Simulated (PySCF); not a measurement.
Ionising LiSe

UHF-MP2; PySCF, no relativity, basis sets Li def2-SVPD, Se def2-SVPD. Neutral (UHF): doublet (π ↑), Re = 2.318 Å, ωe = 496 cm⁻¹, De = 2.71 eV.

LiSe⁺ (UHF): triplet (π ↑↑), Re = 2.637 Å, ωe = 298 cm⁻¹, De = 0.84 eV to Li⁺ + Se. The energies at the minima are -2407.25231 hartree for LiSe and -2406.99084 for LiSe⁺.

(1) Work out the adiabatic ionisation energy, without and with harmonic zero-point energies (1 hartree = 27.2114 eV, 1 eV = 8065.5 cm⁻¹), and the change of the bond length.

Correlated steps freeze 9 core orbitals. Correlated levels converge slowly with the basis: in double zeta they bind strong bonds too weakly, by up to about 1 eV, and carry superposition errors of some tenths. Spin–orbit coupling is left out. For an ion De counts to the pair picked by the measured ionisation energies or electron affinities, which need not be the lowest pair at this level. States were picked by a PBE0 search and need not be the measured ground states.

Results:

(1) At UHF-MP2: 0.26147 hartree = 7.115 eV between the minima; the zero-point term (298.0 − 496.0)/2 cm⁻¹ = -0.012 eV makes it 7.103 eV. Re changes by +31.9 pm against the neutral. The electron leaves a π orbital, and the longer bond of the ion fits a bonding orbital, or a change in how ionic the bond is.
